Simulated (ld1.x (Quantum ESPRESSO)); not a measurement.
## Pseudopotential generation for Sb: ultrasoft, PBEsol, non-relativistic.

Sb (Z = 51), ultrasoft, made with ld1.x (Quantum ESPRESSO) 7.5 (PBEsol, non-relativistic). Core [Kr], reference 4d10 5s1.75 5p3.25. Waves: 5s (bound): rcut 1.75, rcutus 2.15 bohr; 5s channel at -0.3 Ry: rcut 1.75, rcutus 2.15 bohr; 5p (bound): rcut 1.95, rcutus 2.05 bohr; 5p channel at 0.05 Ry: rcut 1.95, rcutus 2.05 bohr; 4d (bound): rcut 0.95, rcutus 1.00 bohr; 4d channel at -2 Ry: rcut 0.95, rcutus 1.00 bohr. Local part: all-electron potential smoothed inside 0.75 bohr (lloc = -1). Core correction: none. Augmentation charge: built from norm-conserving waves at rcut, not smoothed further.

All-electron outer shells of the reference configuration (PBEsol, non-relativistic, ld1.x):

| shell | level (eV) | outermost node (bohr) | outermost maximum (bohr) |
| --- | --- | --- | --- |
| 4s | -137.90 | 0.41 | 0.74 |
| 4p | -99.58 | 0.40 | 0.77 |
| 4d | -35.50 | 0.38 | 0.84 |
| 5s | -12.11 | 0.98 | 1.98 |
| 5p | -5.04 | 1.06 | 2.35 |

Results:

```
Configuration tests                       : 1 of 7 tests not solved or not reliable
Lowest eigenvalue of the overlap operator : -0.29 (p channel); it is negative, so in a basis up to 400 Ry S is not positive definite and the file is unfit for use
```

The ghost test of this file was not conclusive. Its overlap operator is not positive definite in a basis up to 400 Ry (lowest eigenvalue s -0.29, p -0.29), so the file is unfit for use: the generalised eigenproblem breaks down once the basis is large enough, and its test numbers describe a broken file.

Generation and tests took about 4.6 s on one core of a shared server CPU.
